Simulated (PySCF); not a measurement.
C⁺: ionisation energy

C⁺ [He] 2s2 2p1 (2P) → C²⁺ [He] 2s2 (1S), as a difference of total energies. Calculation: PySCF 2.14, in def2-TZVPPD (6s3p3d1f, 37 functions); no relativity, point nucleus. Correlated levels: valence: 1s2 frozen. The calculations carry no spin-orbit coupling.

```json
{"method": "UHF", "ionisation energy (eV)": "24.170"}
{"method": "MP2 (valence)", "ionisation energy (eV)": "24.373"}
{"method": "SCS-MP2 (valence)", "ionisation energy (eV)": "24.335"}
{"method": "CCSD (valence)", "ionisation energy (eV)": "24.204"}
{"method": "CCSD(T) (valence)", "ionisation energy (eV)": "24.235"}
{"method": "CCSDT (valence)", "ionisation energy (eV)": "24.244"}
```

Errors of the correlated levels include the incompleteness of this basis and the frozen core.

The coupled-cluster amplitudes are large for C²⁺ (T1 above 0.03 or a double amplitude above 0.15), so a single reference is strained.

Problem. Which method comes closest to the reference value, and which is furthest?

Solution. The reference is 24.378 eV (measured; NIST levels, between the centres of gravity of the two terms). Closest: MP2 (valence) (error -0.005 eV); furthest: UHF (error -0.208 eV).
